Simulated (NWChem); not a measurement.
All runs are NWChem calculations. System: HP, charge 0, spin multiplicity 3, at a geometry optimised with UPBE0/def2-SVP. The structure started from a generated list of species. Its SCF solution wasn't tested for a lower state. Level: UB2PLYP/def2-TZVP, 5 core orbitals frozen.

The NWChem input:

```
start mol
memory heap 200 mb stack 900 mb global 1100 mb
geometry units angstroms nocenter noautoz
  P      0.000000     0.000000     0.089819
  H      0.000000     0.000000    -1.347288
  symmetry group C2v
end
basis spherical
  * library def2-tzvp
end
dft
  xc hfexch 0.53 becke88 0.47 lyp 0.73 mp2 0.27
  dftmp2
  odft
  mult 3
  semidirect memsize 60000000 filesize 0
  iterations 100
end
mp2
  freeze core 5
end
task dft energy
```

NWChem printed:

```
             Northwest Computational Chemistry Package (NWChem) 7.3.0
             --------------------------------------------------------

                                NWChem Input Module
                                -------------------

 Scaling coordinates for geometry "geometry" by  1.889725989
 (inverse scale =  0.529177249)

 Turning off AUTOSYM since
 SYMMETRY directive was detected!

                             Geometry "geometry" -> ""
                             -------------------------

 Output coordinates in angstroms (scale by  1.889725989 to convert to a.u.)

  No.       Tag          Charge          X              Y              Z
 ---- ---------------- ---------- -------------- -------------- --------------
    1 P                   15.0000     0.00000000     0.00000000     0.08981900
    2 H                    1.0000     0.00000000     0.00000000    -1.34728800

 Effective nuclear repulsion energy (a.u.)       5.5233595933

            Nuclear Dipole moment (a.u.)
            ----------------------------
        X                 Y               Z
 ---------------- ---------------- ----------------
     0.0000000000     0.0000000000    -0.0000056692

      Symmetry information
      --------------------

 Group name             C2v
 Group number             16
 Group order               4
 No. of unique centers     2

      Symmetry unique atoms

     1    2


 Summary of "ao basis" -> "" (spherical)
 ------------------------------------------------------------------------------
       Tag                 Description            Shells   Functions and Types
 ---------------- ------------------------------  ------  ---------------------
 *                         def2-tzvp                  on all atoms

  dft_input: which_mp2 not specified, using semidirect MP2 by default.

                                 NWChem DFT Module
                                 -----------------

 Summary of "ao basis" -> "ao basis" (spherical)
 ------------------------------------------------------------------------------
       Tag                 Description            Shells   Functions and Types
[...]
     2   0 2 0    -10.634624     -7.948193     -2.686431      0.000000
     2   0 1 1      0.000000      0.000000      0.000000      0.000000
     2   0 0 2    -10.413231     -9.667256     -7.660258      6.914283

                   NWChem MP2 Semi-direct Energy/Gradient Module
                   ---------------------------------------------

  Basis functions       =     43
  Molecular orbitals    =     43
  Frozen core           =      5
  Frozen virtuals       =      0
  Active alpha occupied =      4
  Active beta occupied  =      2
  Active alpha virtual  =     34
  Active beta virtual   =     36
  Use MO symmetry       = T
  Use skeleton AO sym   = T

  AO/Fock/Back tols     =   1.0D-09  1.0D-09  1.0D-09

 GA uses MA = F    GA memory limited = T

 Available:
  local mem=  4.43D+07
 global mem=  1.44D+08
 local disk=  0.00D+00
  mp2_memr nvloc                    34
  nvloc new                    34
   1 passes of   4:        3145728                      10569                    440654.
   1 passes of   4: M     44323247           G      144175502           F      41177519.

 Semi-direct pass number   1 of   1  for UHF alpha       at        0.6s
  vrange nnbf                   946
  mp2_eaftype                    10  avail_ma_in_mb                   386
 EAF : mp2_eaftype filesize          10     220327.
  mp2_eaf for mointskh                     10
Node 0 wrote      1.0 Mb in      0.0 s     Agg I/O rate:  2001.8 Mb/s
 Done moints_semi at        0.9s
  mp2_eaftype                    10  avail_ma_in_mb                   386
 EAF : mp2_eaftype filesize          10     220327.
  mp2_eaf for kh                    10
 Done maket at        0.9s
 Done multipass loop at        0.9s

 GA uses MA = F    GA memory limited = T

 Available:
  local mem=  4.43D+07
 global mem=  1.44D+08
 local disk=  0.00D+00
  mp2_memr nvloc                    36
  nvloc new                    36
   1 passes of   2:        3145728                       7370                    234804.
   1 passes of   2: M     44323247           G      144175502           F      41177519.

 Semi-direct pass number   1 of   1  for UHF beta        at        0.9s
  vrange nnbf                   946
  mp2_eaftype                    10  avail_ma_in_mb                   386
 EAF : mp2_eaftype filesize          10     117402.
  mp2_eaf for mointskh                     10
Node 0 wrote      0.5 Mb in      0.0 s     Agg I/O rate:  2675.3 Mb/s
 Done moints_semi at        1.2s
  mp2_eaftype                    10  avail_ma_in_mb                   386
 EAF : mp2_eaftype filesize          10     117402.
  mp2_eaf for kh                    10
 Done maket at        1.2s
 Done multipass loop at        1.2s

          -------------------------------------------
          DFT energy                    -341.723721842186
          Unscaled MP2 energy             -0.128438833778
          Total DFT+MP2 energy          -341.758400327306
          -------------------------------------------

 -----------------------
 Performance information
 -----------------------

 Timer overhead =  2.08D-07 seconds/call

               Nr. of calls         CPU time (s)                 Wall time (s)                GFlops
             ---------------    -------------------     ------------------------------   -------------------
Name         Min   Avg   Max    Min     Avg     Max     Min     Avg     Max   Mx/calls   Min     Max     Sum
mp2: moin     2     2     2   0.56    0.56    0.56     0.56    0.56    0.56    0.28      0.0     0.0     0.0
mp2: make     2     2     2   8.61E-3 8.61E-3 8.61E-3  8.61E-3 8.61E-3 8.61E-3 4.30E-3   0.0     0.0     0.0
mp2: tota     1     1     1   0.61    0.61    0.61     0.61    0.61    0.61    0.61      0.0     0.0     0.0

 The average no. of pstat calls per process was 5.00D+00
 with a timing overhead of 1.04D-06s

 Task  times  cpu:        1.2s     wall:        1.2s

 Total times  cpu:        1.2s     wall:        1.2s
```
